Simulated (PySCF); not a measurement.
Input of a response calculation (the driver script's job line, then coordinates in Å):

```
{"job": {"kind": "uv", "xc": "CAM-B3LYP", "basis": "def2-SVPD", "ip": true, "nstates": 10}, "charge": 0, "multiplicity": 1}
Sn    -1.413530    -0.331728    -0.331156
O     -2.242533    -2.085446    -0.090049
O     -2.694137     0.941522    -1.080796
O      0.135146    -0.360268    -1.544017
Si     1.727422    -0.101888    -1.144929
O      1.805397     0.436734     0.423372
Si     0.857341     0.690996     1.762297
O     -0.694909     0.206887     1.419991
H     -2.195670    -2.355664     0.836553
H     -2.344763     1.329023    -1.894128
H      2.492644    -1.373221    -1.254570
H      2.289424     0.942210    -2.042731
H      1.381018    -0.124439     2.890867
H      0.877742     2.141453     2.092506
```

The program printed:

```
coarse grid: 61584 points
cycle   1  E = -1169.8775091801  dE = -2.055e+01  |g| = 2.995e+00  |ddm| = 2.004e+01
cycle   2  E = -1106.3411045922  dE =  6.354e+01  |g| = 1.544e+01  |ddm| = 1.131e+02
cycle   3  E = -1172.1168810990  dE = -6.578e+01  |g| = 1.648e+00  |ddm| = 1.120e+02
cycle   4  E = -1172.5559005971  dE = -4.390e-01  |g| = 8.198e-01  |ddm| = 2.500e+00
cycle   5  E = -1172.6803980636  dE = -1.245e-01  |g| = 1.923e-01  |ddm| = 1.331e+00
cycle   6  E = -1172.6885691760  dE = -8.171e-03  |g| = 1.085e-01  |ddm| = 5.994e-01
cycle   7  E = -1172.6907771263  dE = -2.208e-03  |g| = 2.661e-02  |ddm| = 1.638e-01
cycle   8  E = -1172.6909071478  dE = -1.300e-04  |g| = 4.881e-03  |ddm| = 4.881e-02
cycle   9  E = -1172.6909110876  dE = -3.940e-06  |g| = 3.047e-03  |ddm| = 1.147e-02
final grid: 126168 points
cycle  10  E = -1172.6908361038  dE =  1.505e-06  |g| = 4.387e-03  |ddm| = 9.267e-03
cycle  11  E = -1172.6908319573  dE =  4.146e-06  |g| = 6.517e-03  |ddm| = 1.120e-02
cycle  12  E = -1172.6908395832  dE = -7.626e-06  |g| = 2.166e-04  |ddm| = 6.570e-03
cycle  13  E = -1172.6908395925  dE = -9.212e-09  |g| = 5.341e-05  |ddm| = 3.098e-04
cycle  14  E = -1172.6908395937  dE = -1.229e-09  |g| = 1.904e-05  |ddm| = 1.752e-04
cycle  15  E = -1172.6908395938  dE = -1.414e-10  |g| = 5.811e-06  |ddm| = 8.283e-05
converged SCF energy = -1172.6908395938

Static polarisability (au): isotropic 95.548, principal 89.927 94.514 102.205

Singlet excitations
state   eV       nm        f      main configurations
  1   5.8375    212.4   0.01409   H->L 0.54, H-2->L 0.19, H-4->L 0.19
  2   5.9833    207.2   0.00356   H-1->L 0.83
  3   6.1644    201.1   0.05922   H-2->L 0.51, H->L 0.29, H-6->L 0.08
  4   6.1843    200.5   0.04243   H-3->L 0.46, H-5->L 0.37
  5   6.6262    187.1   0.07398   H-4->L 0.46, H-2->L 0.21, H-6->L 0.19
  6   6.8496    181.0   0.04029   H-5->L 0.49, H-3->L 0.41
  7   6.9453    178.5   0.06849   H-6->L 0.64, H-4->L 0.20
  8   7.4115    167.3   0.18920   H-7->L 0.81
  9   7.5895    163.4   0.00577   H->L+1 0.65, H->L+5 0.12, H-8->L 0.12
 10   7.6074    163.0   0.03689   H-8->L 0.68, H->L+1 0.11

Triplet excitations (Tamm-Dancoff, eV): 5.4159 5.5064 5.5755 5.6874
Vertical ionisation energy (delta-SCF) = 10.7202 eV
Vertical electron affinity (delta-SCF) = 0.6533 eV
```

Method used: PySCF, TDDFT CAM-B3LYP/def2-SVPD, vertical, gas phase, core orbitals frozen in the response, def2 core potentials past Kr. The structure is a single PBE0-D3(BJ)/def2-SVP conformer in the gas phase; no vibrational or solvent corrections. Atoms past krypton carry effective core potentials; spin–orbit coupling is left out.

Problem. Give the energy of state 4 in hartree, cm⁻¹ and kJ/mol.

Solution. 0.22727 hartree, 49880 cm⁻¹, 596.7 kJ/mol.

Problem. What is the total energy of state 4 at this geometry?

Solution. -1172.69084 + 0.22727 = -1172.46357 hartree.

Problem. What transition dipole goes with state 8?

Solution. |μ|² = 3f / (2ΔE) = 3 × 0.1892 / (2 × 0.2724) = 1.042 au, so |μ| = 2.59 D.

Problem. Give the mean polarisability in Å³.

Solution. 95.55 au × 0.148185 = 14.16 Å³.

Problem. What share of the summed oscillator strength falls to the strongest level in this window?

Solution. State 8 at 167 nm: 0.1892 of 0.5339, or 35%.

The SCF starts on a coarse grid; the energy jumps when the final grid takes over, and dE counts afresh there. H and L stand for HOMO and LUMO.
